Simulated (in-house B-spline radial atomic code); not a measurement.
A fraction x of an electron is removed from 5p in neutral tin, starting from [Kr] 4d10 5s2 5p2 and keeping the highest spin. Level of theory: scalar-relativistic (X2C) PBE, spin-polarised, spherical fractional occupations, Fermi nucleus of rms radius 4.6519 fm; calculated with a B-spline radial code for spherical atoms.

| x | E(x) - E(0) (eV) | 5p up level (eV) |
| --- | --- | --- |
| 0 | 0.0000 | -4.159 |
| 0.04 | 0.1711 | -4.398 |
| 0.17 | 0.7940 | -5.188 |
| 0.35 | 1.8284 | -6.312 |
| 0.44 | 2.4223 | -6.887 |
| 0.5 | 2.8471 | -7.274 |
| 0.64 | 3.9295 | -8.191 |
| 0.85 | 5.7966 | -9.596 |
| 0.96 | 6.8933 | -10.346 |
| 1 | 7.3126 | -10.621 |

The exact functional would give a straight line between the two integer points. Deviations E(x) - E(0) - x[E(1) - E(0)], in eV: -0.121 at x = 0.04, -0.449 at x = 0.17, -0.731 at x = 0.35, -0.795 at x = 0.44, -0.809 at x = 0.5, -0.751 at x = 0.64, -0.419 at x = 0.85, -0.127 at x = 0.96.

The curve lies below the straight line by up to 0.809 eV (at x = 0.5): convex, the delocalisation error that favours fractional charges.

Question: How well does Slater's transition state (minus the level at half occupation) give the ionisation energy?

Answer: It gives 7.274 eV against 7.313 eV from the two total energies; NIST lists 7.34 eV, ground level to ground level.
